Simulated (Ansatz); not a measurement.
`B[SiH](F)[SiH2][SiH3]` + HBr → `[SiH3][SiH2]Br` + `B[SiH2]F` at 400 K and 1 bar (cleavage of the Si–Si bond).

Computed with Ansatz on PBE0-D4/def2-TZVP structures; ΔE is electronic, products minus reactants. CCSD(T)/CBS adds triple-zeta CCSD(T) − MP2 to the extrapolated MP2 energy (def2 sets, frozen cores). For Br outer-core shells are correlated without core-valence functions, which leaves a few kJ/mol of doubt a bond. Scalar relativity is left out up to krypton. Each species was taken in one conformer, which may not be the lowest.

```tsv
species	CCSD(T)/CBS energy (Eh)	H − E (kJ/mol)	S (J/(mol·K))
`B[SiH](F)[SiH2][SiH3]`	-996.64863	239.3	467.5
HBr	-2573.91920	27.6	207.2
`[SiH3][SiH2]Br`	-3154.51510	140.9	364.4
`B[SiH2]F`	-416.08532	126.8	313.4
```

H − E and S are ideal-gas, rigid-rotor, harmonic terms from PBE0-D4/def2-TZVP, for one conformer and one mirror image of each species. 1 Eh = 2625.50 kJ/mol, R = 8.31446 J/(mol·K).

**Question.** By hand: ΔE, ΔH, ΔS and ΔG.

**Answer.** ΔE = (-3154.51510) + (-416.08532) − (-996.64863) − (-2573.91920) = -0.03259 Eh = -85.6 kJ/mol. Δ(H − E) = 140.9 + 126.8 − 239.3 − 27.6 = 0.8, so ΔH = -84.8 kJ/mol. ΔS = 364.4 + 313.4 − 467.5 − 207.2 = 3.1 J/(mol·K). ΔG = -84.8 − 400 × (3.1)/1000 = -86.0 kJ/mol.

**Question.** By hand: the equilibrium constant, and the temperature at which ΔG would vanish if ΔH and ΔS stayed fixed.

**Answer.** log₁₀ K = −ΔG/(RT ln 10) = 11.2. ΔH and −TΔS have one sign here, so there is no such temperature. One of them is within its doubt of zero, so this could turn.

The number of gas molecules stays the same, so ΔS is small and ΔH decides. A doubt of 5 kJ/mol in ΔE shifts log₁₀ K by 0.7 here. Other conformers and mirror images would add mixing entropy, several J/(mol·K) or more a flexible species. Modes under 60 cm⁻¹, often nearly free rotors, make the harmonic entropy too high. These are equilibria of isolated gas molecules and say nothing of rates. Largest T1 diagnostic: 0.014 (customary marks: 0.02 for closed shells, 0.045 for open ones).
